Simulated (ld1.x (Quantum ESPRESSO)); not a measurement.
## Pd (Z = 46): excitation energies, all-electron against RRKJ

ld1.x (Quantum ESPRESSO) 7.5 input, shortened:

```
&input
   title='Pd', zed=46., rel=1, dft='PZ', iswitch=3,
   config='[Kr] 4d9 5s1 5p0'
 /
 &inputp
   pseudotype=2, tm=.false., rho0=0.001, lloc=0,
   nlcc=.true., new_core_ps=.true., rcore=0.70
 /
3
4P  2  1   6.00   0.00  1.10  1.10  0.0
4D  3  2   9.00   0.00  1.80  1.80  0.0
5S  1  0   1.00   0.00  2.35  2.35  0.0
 &test
   configts(1)='4p6 4d9 5s1 5p0'
 /
```

Energies are relative to the spin-unpolarised reference configuration 4p6 4d9 5s1 5p0; without spin polarisation the order of configurations can differ from experiment. Spin-polarised rows fill each open shell by Hund’s rule, majority spin first.

**Question.** Give the all-electron excitation energy and the error of the potential for: 4p6 4d10 5s0 5p0; 4p6 4d9 5s0 5p0; 4p6 4d8 5s0 5p0; 4p5 4d10 5s0 5p0; 4p6 4d6 5s0 5p0; 4p6 4d9.5 5s0 5p0; 4p6 4d8 5s1 5p0; 4p6 4d9 5s1 5p0 (spin-polarised); 4p6 4d9 5s0 5p0 (spin-polarised).

**Answer.**

```json
{"valence configuration": "4p6 4d10 5s0 5p0", "charge": "0", "ΔE all-electron (eV)": "-1.436", "error AE − PS (meV)": "-65"}
{"valence configuration": "4p6 4d9 5s0 5p0", "charge": "+1", "ΔE all-electron (eV)": "7.953", "error AE − PS (meV)": "-10"}
{"valence configuration": "4p6 4d8 5s0 5p0", "charge": "+2", "ΔE all-electron (eV)": "29.034", "error AE − PS (meV)": "-78"}
{"valence configuration": "4p5 4d10 5s0 5p0", "charge": "+1", "ΔE all-electron (eV)": "55.904", "error AE − PS (meV)": "-91"}
{"valence configuration": "4p6 4d6 5s0 5p0", "charge": "+4", "ΔE all-electron (eV)": "113.182", "error AE − PS (meV)": "-863"}
{"valence configuration": "4p6 4d9.5 5s0 5p0", "charge": "+0.5", "ΔE all-electron (eV)": "1.934", "error AE − PS (meV)": "-31"}
{"valence configuration": "4p6 4d8 5s1 5p0", "charge": "+1", "ΔE all-electron (eV)": "12.360", "error AE − PS (meV)": "-67"}
{"valence configuration": "4p6 4d9 5s1 5p0 (spin-polarised)", "charge": "0", "ΔE all-electron (eV)": "-0.377", "error AE − PS (meV)": "+9.5"}
{"valence configuration": "4p6 4d9 5s0 5p0 (spin-polarised)", "charge": "+1", "ΔE all-electron (eV)": "7.809", "error AE − PS (meV)": "-4.2"}
```

Levels in the configuration 4p6 4d6 5s0 5p0:

```tsv
level	all-electron (eV)	pseudo (eV)
4p	-108.217	-109.290
4d	-57.461	-58.051
```

These tests converged, but a pseudo level misses the all-electron one widely, so the file describes the atom poorly there or has found another state: 4p6 4d6 5s0 5p0: empty 5p by 4.0 eV.
